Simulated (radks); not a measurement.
C2+, configuration [He] 2p2 (not the ground configuration).

Method: scalar-relativistic Kohn-Sham, LDA (Slater exchange, Perdew-Wang correlation), spin-polarised, spherical densities, finite nucleus; open shells are filled with parallel spins first; Fermi nuclear charge, rms radius 2.4702 fm; computed with a radial shooting solver on a logarithmic mesh with Libxc functionals.

Energy parts (eV):
total: -969.359
kinetic: 965.835
electron-nucleus: -2155.965
Hartree: 331.778
exchange-correlation: -111.006

Orbitals (lengths in bohr, moments of r in powers of bohr; <r^-3> diverges for s and p1/2; r(max) is where P^2 peaks):
orbital  occ.  eigenvalue (eV)  <r^-3>  r(max)
1s up       1        -304.5805       -  0.1749
1s down     1        -303.1184       -  0.1746
2p up       2         -32.7241   2.873   1.015
2p down     0         -26.5412   2.660   1.038

The highest occupied level is 2p up at -32.724 eV. Summed over all electrons, <r^2> = 4.430 bohr^2, which gives a Langevin (diamagnetic) susceptibility term of -3.51 x 10^-6 cm^3/mol. The density falls to 0.001 e/bohr^3 at r = 2.84 bohr.
